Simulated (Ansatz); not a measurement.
System: C4H9O, net charge 0, doublet state. It need not be the lowest isomer of its formula. 
Coordinates optimised at B3LYP-D3(BJ)/def2-TZVP (Ansatz, a program for electronic structure):
```xyz
14

C     -1.6272    -0.8747    -0.4395
C     -0.5735     0.0080     0.1269
C     -0.5365     1.3809    -0.5484
C      0.7890    -0.6817     0.0801
O      1.7196     0.1020     0.8221
H     -1.6222    -1.9399    -0.2472
H     -2.4831    -0.4570    -0.9512
H     -0.7846     0.1682     1.1982
H     -0.3195     1.2771    -1.6145
H      0.2322     2.0090    -0.1007
H     -1.4985     1.8866    -0.4483
H      0.7036    -1.6874     0.5096
H      1.1085    -0.7842    -0.9648
H      2.5958    -0.2835     0.7276
```
Charge 0, spin multiplicity 2.

Property: atomisation energy (electronic, to ground-state atoms), in eV. Cores are frozen in the correlated levels unless marked. UHF or UKS for open shells. No spin-orbit coupling. Non-relativistic unless marked X2C. The coupled-cluster limit lacks core correlation, which all-electron functionals hold. CBS marks a two-point X^-3 extrapolation of the correlation energy; Hartree-Fock from the larger set.

| level | program | atomisation energy (eV) |
|---|---|---|
| LC-wPBE-D3(BJ)/def2-TZVPD | Ansatz + dftd3 | 56.21 |
| LC-wPBE-D4/def2-TZVPD | Ansatz + dftd4 | 56.24 |
| SCS-MP2/cc-pVDZ | Ansatz | 52.18 |

Question: Predict the CCSD(T)/CBS(cc-pVTZ,cc-pVQZ) result (Ansatz).

Answer: 55.92 eV, so SCS-MP2/cc-pVDZ differs from it by -3.74 eV.
